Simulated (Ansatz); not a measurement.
`Sc1ccc(-c2ccc(-c3ccc(S)nc3)nc2)nc1` with charge +1. The state is a doublet with charge 1. Geometry PBE-D4/def2-SVP, that of the neutral singlet.

```tsv
atom	x (Å)	y (Å)	z (Å)
S1	-6.930	-2.333	-0.283
C2	-5.216	-1.901	-0.224
C3	-4.155	-2.826	-0.284
C4	-2.839	-2.360	-0.228
C5	-2.590	-0.973	-0.111
C6	-1.225	-0.404	-0.046
C7	-1.037	0.992	0.047
C8	0.251	1.518	0.106
C9	1.364	0.643	0.072
C10	2.762	1.125	0.129
C11	3.119	2.491	0.200
C12	4.462	2.862	0.250
C13	5.437	1.839	0.227
S14	7.153	2.281	0.291
N15	5.125	0.535	0.160
C16	3.831	0.198	0.113
N17	1.188	-0.695	-0.014
C18	-0.048	-1.190	-0.070
N19	-3.616	-0.092	-0.056
C20	-4.870	-0.532	-0.110
H21	-6.740	-3.677	-0.391
H22	-4.353	-3.905	-0.373
H23	-2.013	-3.083	-0.275
H24	-1.928	1.636	0.071
H25	0.389	2.606	0.180
H26	2.349	3.277	0.216
H27	4.755	3.921	0.306
H28	7.563	0.982	0.240
H29	3.590	-0.877	0.056
H30	-0.111	-2.290	-0.137
H31	-5.667	0.233	-0.061
```

Single mean-field runs in def2-TZVP are fitted with def2-universal-jkfit.

Q: Estimate the α-spin orbital energies around the gap (eV) in Ansatz with PBE-D4/def2-TZVP, PBE0-D4/def2-TZVP.

A: 
```
orbital  PBE-D4/def2-TZVP  PBE0-D4/def2-TZVP
 HOMO−5            -10.21             -11.37
 HOMO−4             -9.69             -11.34
 HOMO−3             -9.54             -11.14
 HOMO−2             -9.37             -10.83
 HOMO−1             -9.21             -10.36
   HOMO             -8.86              -9.76
   LUMO             -6.27              -5.63
 LUMO+1             -5.58              -4.76
 LUMO+2             -5.30              -4.41
 LUMO+3             -5.18              -4.33
 LUMO+4             -4.83              -3.93
 LUMO+5             -4.26              -3.17
 β HOMO             -9.12              -9.66
 β LUMO             -8.61              -8.43
```
